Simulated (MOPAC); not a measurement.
MOPAC input (PM7):

```
PM7 1SCF UHF MS=0.5 GEO-OK AUX(PRECISION=9) THREADS=1
CH5BNO2

C     1.84595600 1   -0.70629800 1    0.38594200 1
N     0.92933600 1    0.30865000 1    0.19743300 1
B    -0.46623400 1    0.18731200 1   -0.09346100 1
O    -1.11952500 1   -1.01781000 1   -0.18314000 1
O    -1.16941700 1    1.34859000 1   -0.29063900 1
H     1.59612200 1   -1.70442700 1    0.06047300 1
H     2.87419600 1   -0.45118900 1    0.57996200 1
H     1.28218800 1    1.24540200 1    0.31836000 1
H    -0.58732600 1   -1.78198200 1    0.05335400 1
H    -2.10356600 1    1.18663700 1   -0.45230000 1
```

Output:

```
 *******************************************************************************
 **                                                                           **
 **                              MOPAC v23.2.5                                **
 **                                                                           **
 *******************************************************************************
 ** MOPAC's Digital Object Identifier: https://doi.org/10.5281/zenodo.6511958 **
 **                                                                           **
 ** Please cite the open-source release paper for use of this MOPAC version:  **
 ** J. E. Moussa and J. J. P. Stewart (2026)                                  **
 ** MOPAC: An open-source semiempirical molecular orbital program             **
 ** J. Open Source Softw., 11(119), 8025, https://doi.org/10.21105/joss.08025 **
 *******************************************************************************

                              PM7 CALCULATION RESULTS

 *******************************************************************************
 *  PM7        - The PM7 Hamiltonian to be used
 *  GEO-OK     - OVERRIDE INTERATOMIC DISTANCE AND OTHER SAFETY CHECKS
 *  UHF        - UNRESTRICTED HARTREE-FOCK CALCULATION
 *  MS=        - IN MECI, MAGNETIC COMPONENT OF SPIN =  0.5
 *  1SCF       - DO 1 SCF AND THEN STOP
 *  AUX        - OUTPUT AUXILIARY INFORMATION
 *******************************************************************************
PM7 1SCF UHF MS=0.5 GEO-OK AUX(PRECISION=9) THREADS=1
 CH5BNO2

   ATOM   CHEMICAL          X               Y               Z
  NUMBER   SYMBOL      (ANGSTROMS)     (ANGSTROMS)     (ANGSTROMS)

     1       C          1.84595600  *  -0.70629800  *   0.38594200  *
     2       N          0.92933600  *   0.30865000  *   0.19743300  *
     3       B         -0.46623400  *   0.18731200  *  -0.09346100  *
     4       O         -1.11952500  *  -1.01781000  *  -0.18314000  *
     5       O         -1.16941700  *   1.34859000  *  -0.29063900  *
     6       H          1.59612200  *  -1.70442700  *   0.06047300  *
     7       H          2.87419600  *  -0.45118900  *   0.57996200  *
     8       H          1.28218800  *   1.24540200  *   0.31836000  *
     9       H         -0.58732600  *  -1.78198200  *   0.05335400  *
    10       H         -2.10356600  *   1.18663700  *  -0.45230000  *

          CARTESIAN COORDINATES

    NO.       ATOM           X           Y           Z

     1         C          1.8460     -0.7063      0.3859
     2         N          0.9293      0.3087      0.1974
     3         B         -0.4662      0.1873     -0.0935
     4         O         -1.1195     -1.0178     -0.1831
     5         O         -1.1694      1.3486     -0.2906
     6         H          1.5961     -1.7044      0.0605
     7         H          2.8742     -0.4512      0.5800
     8         H          1.2822      1.2454      0.3184
     9         H         -0.5873     -1.7820      0.0534
    10         H         -2.1036      1.1866     -0.4523

 General Reference for PM7:
 "Optimization of Parameters for Semiempirical Methods VI: More Modifications to the
 NDDO Approximations and Re-optimization of Parameters", J. J. P. Stewart, J. Mol. Mod., 1:32, 19 (2013)
 https://link.springer.com/article/10.1007/s00894-012-1667-x

           Empirical Formula: C H5 N O2 B  =    10 atoms

      MOLECULAR POINT GROUP   :   C1

          UHF CALCULATION, NO. OF ALPHA ELECTRONS =   15
                           NO. OF BETA  ELECTRONS =   14

 -------------------------------------------------------------------------------
 PM7 1SCF UHF MS=0.5 GEO-OK AUX(PRECISION=9) THREADS=1
 CH5BNO2

     1SCF WAS SPECIFIED, SO BFGS WAS NOT USED
     SCF FIELD WAS ACHIEVED

                              PM7 CALCULATION
                                                       MOPAC v23.2.5 Linux

          FINAL HEAT OF FORMATION =       -150.11261 KCAL/MOL =    -628.07116 KJ/MOL

          COSMO AREA              =        108.69 SQUARE ANGSTROMS
          COSMO VOLUME            =         92.18 CUBIC ANGSTROMS

          IONIZATION POTENTIAL    =          7.965043 EV
          ALPHA SOMO LUMO (EV)    =         -7.965  0.463
          BETA  SOMO LUMO (EV)    =        -10.921 -0.316
          NO. OF ALPHA ELECTRONS  =         15
          NO. OF BETA  ELECTRONS  =         14
          MOLECULAR WEIGHT        =         73.8660         POINT GROUP:  C1

          MOLECULAR DIMENSIONS (Angstroms)

            Atom       Atom       Distance
            H    10    H     7     5.34099
            H     9    H     8     3.46146
            H     6    H     8     0.41080

          SCF CALCULATIONS        =          1

   ATOM   CHEMICAL          X               Y               Z
  NUMBER   SYMBOL      (ANGSTROMS)     (ANGSTROMS)     (ANGSTROMS)

     1       C          1.84595600  *  -0.70629800  *   0.38594200  *
     2       N          0.92933600  *   0.30865000  *   0.19743300  *
     3       B         -0.46623400  *   0.18731200  *  -0.09346100  *
     4       O         -1.11952500  *  -1.01781000  *  -0.18314000  *
     5       O         -1.16941700  *   1.34859000  *  -0.29063900  *
     6       H          1.59612200  *  -1.70442700  *   0.06047300  *
     7       H          2.87419600  *  -0.45118900  *   0.57996200  *
     8       H          1.28218800  *   1.24540200  *   0.31836000  *
     9       H         -0.58732600  *  -1.78198200  *   0.05335400  *
    10       H         -2.10356600  *   1.18663700  *  -0.45230000  *

                             CARTESIAN COORDINATES

   1    C        1.845956000    -0.706298000     0.385942000
   2    N        0.929336000     0.308650000     0.197433000
   3    B       -0.466234000     0.187312000    -0.093461000
   4    O       -1.119525000    -1.017810000    -0.183140000
   5    O       -1.169417000     1.348590000    -0.290639000
   6    H        1.596122000    -1.704427000     0.060473000
   7    H        2.874196000    -0.451189000     0.579962000
   8    H        1.282188000     1.245402000     0.318360000
   9    H       -0.587326000    -1.781982000     0.053354000
  10    H       -2.103566000     1.186637000    -0.452300000

           Empirical Formula: C H5 N O2 B  =    10 atoms

      MOLECULAR POINT GROUP   :   C1

          ALPHA EIGENVALUES
 -35.75721 -29.35253 -29.16325 -22.58875 -18.11878 -17.90111 -17.66884 -15.34983
 -14.25879 -13.57410 -13.06803 -12.34800 -12.07286 -11.78428  -7.96504   0.46336
   2.16812   2.58567   3.27592   5.12202   5.62161   5.92807   6.06380   6.56268
   6.71843

           BETA EIGENVALUES
 -35.48742 -29.24680 -29.05602 -22.26342 -18.00190 -17.87151 -17.58604 -15.22651
 -14.00704 -13.44936 -13.02023 -12.25479 -11.60320 -10.92081  -0.31599   1.75500
   2.30799   2.60224   3.40223   5.28077   5.73728   6.07647   6.14462   6.67222
   6.83828

              NET ATOMIC CHARGES AND DIPOLE CONTRIBUTIONS

  ATOM NO.   TYPE          CHARGE      No. of ELECS.   s-Pop       p-Pop
    1          C          -0.289075        4.2891     1.10079     3.18828
    2          N          -0.364201        5.3642     1.51327     3.85093
    3          B           0.502602        2.4974     0.62654     1.87086
    4          O          -0.571352        6.5714     1.76553     4.80582
    5          O          -0.538644        6.5386     1.77183     4.76681
    6          H           0.143018        0.8570     0.85698
    7          H           0.147563        0.8524     0.85244
    8          H           0.277098        0.7229     0.72290
    9          H           0.344610        0.6554     0.65539
   10          H           0.348380        0.6516     0.65162
 DIPOLE           X         Y         Z       TOTAL
 POINT-CHG.     1.132    -0.600     0.355     1.329
 HYBRID        -0.111     0.162    -0.139     0.241
 SUM            1.020    -0.438     0.217     1.131

          ATOMIC ORBITAL ELECTRON POPULATIONS

     Atom    s        px        py        pz
    1  C   1.10079   1.01002   0.99468   1.18359
    2  N   1.51327   1.18665   1.14933   1.51495
    3  B   0.62654   0.66156   0.61767   0.59163
    4  O   1.76553   1.62367   1.37320   1.80895
    5  O   1.77183   1.37968   1.57060   1.81653
    6  H   0.85698
    7  H   0.85244
    8  H   0.72290
    9  H   0.65539
   10  H   0.65162

                    (SZ)    =    0.500000
                    (S**2)  =    0.753177

          ATOMIC ORBITAL SPIN POPULATIONS

    Atom   Total    s     px     py     pz
         Atomic
    1  C  0.8055  0.025  0.063  0.032  0.684
    2  N  0.1316  0.005  0.005 -0.000  0.123
    3  B  0.0580 -0.001 -0.004 -0.002  0.066
    4  O  0.0272  0.001  0.001  0.002  0.023
    5  O  0.0292  0.001  0.002  0.000  0.025
    6  H -0.0210 -0.021
    7  H -0.0219 -0.022
    8  H -0.0057 -0.006
    9  H -0.0013 -0.001
   10  H -0.0017 -0.002

 **********************
 *                    *
 * JOB ENDED NORMALLY *
 *                    *
 **********************

 == MOPAC DONE ==
```

The geometry given is a B3LYP-D3(BJ)/def2-TZVP minimum.
